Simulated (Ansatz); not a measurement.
Consider the silylene formation by 1,1-elimination: `O[SiH2][NH][GeH2][OH]` → `[NH2][GeH2][OH]` + `O[SiH]`.

Isolated molecules relaxed with PBE0-D4/def2-TZVP in Ansatz; ΔE leaves out vibrations. CCSD(T)/CBS adds triple-zeta CCSD(T) − MP2 to the extrapolated MP2 energy (def2 sets, frozen cores). This one scheme is used for every species. DFT in def2-TZVPP. B3LYP here is the variant with VWN-RPA as its local correlation; programs differ in this. For Ge outer-core shells are correlated without core-valence functions, which leaves a few kJ/mol of doubt a bond. Scalar relativity is left out up to krypton. Each species was taken in one conformer, which may not be the lowest.

| level | ΔE (eV) | difference from CCSD(T)/CBS |
| --- | --- | --- |
| r2SCAN-D4 | 2.96 | 0.13 |
| PBE0-D4 | 2.86 | 0.03 |
| B3LYP-D4 | 2.76 | -0.07 |
| ωB97X-V | 2.90 | 0.07 |
| B3LYP | 2.55 | -0.28 |
| HF/def2-TZVPP | 2.74 | -0.09 |
| MP2/def2-TZVPP | 2.97 | 0.14 |
| CCSD/def2-TZVPP | 2.76 | -0.07 |
| CCSD(T)/def2-TZVPP | 2.78 | -0.05 |
| CCSD/CBS(def2) | 2.81 | -0.02 |
| CCSD(T)/CBS | 2.83 | 0 |

Largest T1 diagnostic among the species: 0.016.

In def2-TZVPP, CCSD(T) changes the Hartree–Fock value by +0.05 eV (the triples alone add +0.02 eV) and MP2 by +0.24 eV. From PBE to PBE0 (25 % exact exchange), in def2-TZVPP and without D4, ΔE moves by +0.19 eV.
